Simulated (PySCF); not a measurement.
Species: C5H8Si.
InChI=1S/C5H8Si/c1-2-3-5-4-6-5/h1,5H,3-4,6H2/t5-/m1/s1

Torsions of this conformer, `[CH:1]#[C:2][CH2:3][C@@H:4]1[CH2:5][SiH2:6]1`: C2–C3–C4–C5 164°.

The closed-shell ground state was solved at several levels (PySCF, density fitting, gas phase, non-relativistic). Isolated species at its PBE0-D3(BJ)/def2-SVP geometry (one conformer only).

```tsv
level	basis functions	HOMO (eV)	LUMO (eV)	gap (eV)	dipole (D)
PBE0/cc-pVDZ	128	-6.78	0.63	7.41	0.70
BLYP/pcSseg-1	149	-5.64	-0.34	5.30	0.69
HF/pcSseg-1	149	-9.39	3.50	12.89	0.75
PBE0/pcSseg-0	74	-7.14	0.67	7.81	0.62
BHandHLYP/pcSseg-1	149	-7.88	1.27	9.15	0.70
```

Q: What might PBE0/pcSseg-1 (149 basis functions) give for the same quantities?

A: HOMO -6.90 eV, LUMO 0.37 eV, gap 7.27 eV, dipole 0.69 D.

Q: Over all these levels, which gives the widest orbital gap and which the narrowest?

A: HF/pcSseg-1 (Hartree–Fock, all exact exchange) has the widest, 12.89 eV, and BLYP/pcSseg-1 (GGA) the narrowest, 5.30 eV. The two share the basis. From the narrowest to the widest the HOMO moves by -3.75 eV and the LUMO by +3.84 eV.

Q: How much does the basis alone move the frontier levels among the 3 PBE0 rows (the withheld one included)?

A: The HOMO by 0.36 eV and the LUMO by 0.30 eV. By rising basis size (HOMO, LUMO in eV): pcSseg-0 -7.14, 0.67; cc-pVDZ -6.78, 0.63; pcSseg-1 -6.90, 0.37.

Q: In the pcSseg-1 basis, how does the gap go with the fixed share of exact exchange?

A: BLYP (0 %) 5.30 eV; PBE0 (25 %) 7.27 eV; BHandHLYP (50 %) 9.15 eV; HF (100 %) 12.89 eV. Each rise in the share widens the gap here.

Q: How far do the dipole and the HOMO energy spread over the levels?

A: The dipole runs from 0.62 to 0.75 D (mean 0.69 D) and the HOMO from -9.39 to -5.64 eV.
